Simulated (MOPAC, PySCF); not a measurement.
[Sc(Cl)2(F)], neutral singlet in the gas phase. 

Cartesian coordinates (Å):
```xyz
4

Sc    -0.0103    -0.0062     0.0193
Cl    -2.0537    -0.9530    -0.3637
Cl     0.3846     1.4719     1.7157
F      1.3616    -0.4482    -1.0739
```
Charge 0, multiplicity 1.

All levels are single points at this geometry (PBE-D3(BJ)/def2-SVP); Pople sets use spherical d functions. Orbital energies aren't observables, and empty levels follow the basis.

B3LYP-D3(BJ)/def2-TZVP in PySCF gives HOMO (eV) = -9.02.

Problem. Estimate the HOMO (eV) from each of these levels: TPSSh-D3(BJ)/def2-TZVP in PySCF; B3LYP/3-21G in PySCF; B3LYP/6-311+G** (LANL2DZ on Sc) in PySCF; B3LYP/6-31G* (LANL2DZ on Sc) in PySCF; BP86/6-31G* (LANL2DZ on Sc) in PySCF; M06-2X/6-31G* (LANL2DZ on Sc) in PySCF; PBE/6-31G* (LANL2DZ on Sc) in PySCF; SVWN5/6-31G* (LANL2DZ on Sc) in PySCF; HF/6-31G* (LANL2DZ on Sc) in PySCF; HF/STO-3G in PySCF; PM6 in MOPAC; PM7 in MOPAC.

Solution. 
```tsv
level	HOMO (eV)
TPSSh-D3(BJ)/def2-TZVP in PySCF	-8.55
B3LYP/3-21G in PySCF	-8.98
B3LYP/6-311+G** (LANL2DZ on Sc) in PySCF	-9.19
B3LYP/6-31G* (LANL2DZ on Sc) in PySCF	-9.08
BP86/6-31G* (LANL2DZ on Sc) in PySCF	-8.07
M06-2X/6-31G* (LANL2DZ on Sc) in PySCF	-10.72
PBE/6-31G* (LANL2DZ on Sc) in PySCF	-7.96
SVWN5/6-31G* (LANL2DZ on Sc) in PySCF	-8.12
HF/6-31G* (LANL2DZ on Sc) in PySCF	-12.74
HF/STO-3G in PySCF	-10.80
PM6 in MOPAC	-10.47
PM7 in MOPAC	-12.97
```
